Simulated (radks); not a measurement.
Yb6+, 64 electrons, occupied as [Xe] 4f9 6s1 (not the ground configuration).

Calculated with a radial shooting solver on a logarithmic mesh with Libxc functionals: scalar-relativistic Kohn-Sham, LDA (Slater exchange, Perdew-Wang correlation), spin-polarised, spherical densities, finite nucleus; open shells are filled with parallel spins first (spin-orbit coupling, left out, can overturn this in heavy ions); Fermi nuclear charge, rms radius 5.3108 fm.

Energy parts (eV):
| part | energy |
|---|---|
| total | -382003.31 |
| kinetic | 416150.21 |
| electron-nucleus | -932799.13 |
| Hartree | 142243.33 |
| exchange-correlation | -7597.73 |

Orbitals (lengths in bohr, moments of r in powers of bohr; r(max) is where P^2 peaks; r(90%) holds 90 % of the orbital's charge):
1s up: occ. 1; eigenvalue (eV) -61294.70; r(max) 0.01238; <r^4> 7.575e-07; <1/r> 80.55; r(90%) 0.0357
1s down: occ. 1; eigenvalue (eV) -61294.66; r(max) 0.01238; <r^4> 7.575e-07; <1/r> 80.55; r(90%) 0.0357
2s up: occ. 1; eigenvalue (eV) -10491.28; r(max) 0.07065; <r^4> 0.0001165; <1/r> 18.78; r(90%) 0.129
2s down: occ. 1; eigenvalue (eV) -10491.11; r(max) 0.07065; <r^4> 0.0001165; <1/r> 18.78; r(90%) 0.129
2p up: occ. 3; eigenvalue (eV) -9266.394; r(max) 0.05758; <r^4> 0.00008936; <1/r> 17.25; r(90%) 0.121
2p down: occ. 3; eigenvalue (eV) -9266.261; r(max) 0.05758; <r^4> 0.00008934; <1/r> 17.25; r(90%) 0.121
3s up: occ. 1; eigenvalue (eV) -2467.363; r(max) 0.1997; <r^4> 0.004367; <1/r> 6.933; r(90%) 0.318
3s down: occ. 1; eigenvalue (eV) -2464.368; r(max) 0.1996; <r^4> 0.004356; <1/r> 6.938; r(90%) 0.318
3p up: occ. 3; eigenvalue (eV) -2098.020; r(max) 0.1968; <r^4> 0.004632; <1/r> 6.456; r(90%) 0.324
3p down: occ. 3; eigenvalue (eV) -2095.035; r(max) 0.1967; <r^4> 0.004617; <1/r> 6.462; r(90%) 0.324
3d up: occ. 5; eigenvalue (eV) -1646.305; r(max) 0.1604; <r^4> 0.003613; <1/r> 6.116; r(90%) 0.305
3d down: occ. 5; eigenvalue (eV) -1643.972; r(max) 0.1603; <r^4> 0.003596; <1/r> 6.121; r(90%) 0.305
4s up: occ. 1; eigenvalue (eV) -587.1107; r(max) 0.4540; <r^4> 0.1015; <1/r> 2.962; r(90%) 0.695
4s down: occ. 1; eigenvalue (eV) -581.5621; r(max) 0.4540; <r^4> 0.1018; <1/r> 2.959; r(90%) 0.696
4p up: occ. 3; eigenvalue (eV) -464.5133; r(max) 0.4743; <r^4> 0.1322; <1/r> 2.712; r(90%) 0.744
4p down: occ. 3; eigenvalue (eV) -459.1138; r(max) 0.4743; <r^4> 0.1330; <1/r> 2.709; r(90%) 0.745
4d up: occ. 5; eigenvalue (eV) -302.8989; r(max) 0.4866; <r^4> 0.1904; <1/r> 2.422; r(90%) 0.817
4d down: occ. 5; eigenvalue (eV) -297.6722; r(max) 0.4868; <r^4> 0.1929; <1/r> 2.416; r(90%) 0.820
5s up: occ. 1; eigenvalue (eV) -153.0197; r(max) 1.009; <r^4> 2.514; <1/r> 1.233; r(90%) 1.55
5s down: occ. 1; eigenvalue (eV) -150.7271; r(max) 1.014; <r^4> 2.570; <1/r> 1.223; r(90%) 1.56
4f up: occ. 7; eigenvalue (eV) -123.2487; r(max) 0.4610; <r^4> 0.4561; <1/r> 1.990; r(90%) 1.01
5p up: occ. 3; eigenvalue (eV) -118.9851; r(max) 1.117; <r^4> 4.074; <1/r> 1.081; r(90%) 1.75
4f down: occ. 2; eigenvalue (eV) -118.2418; r(max) 0.4625; <r^4> 0.4881; <1/r> 1.974; r(90%) 1.02
5p down: occ. 3; eigenvalue (eV) -117.1051; r(max) 1.124; <r^4> 4.149; <1/r> 1.073; r(90%) 1.76
6s up: occ. 1; eigenvalue (eV) -61.7526; r(max) 2.166; <r^4> 42.89; <1/r> 0.5816; r(90%) 3.14
6s down: occ. 0; eigenvalue (eV) -60.0002; r(max) 2.170; <r^4> 44.14; <1/r> 0.5802; r(90%) 3.16

The highest occupied level is 6s up at -61.753 eV. The spin density at the nucleus is 166.0 e/bohr^3 (1s 0.5, 2s -2.3, 3s -21.0, 4s 7.1, 5s 13.8, 6s 167.9). Spin moment in Bohr magnetons: 6. Summed over all electrons, <r^2> = 29.40 bohr^2, which gives a Langevin (diamagnetic) susceptibility term of -23.3 x 10^-6 cm^3/mol. The electron density at the nucleus is 1.081e+06 e/bohr^3 (large components only).
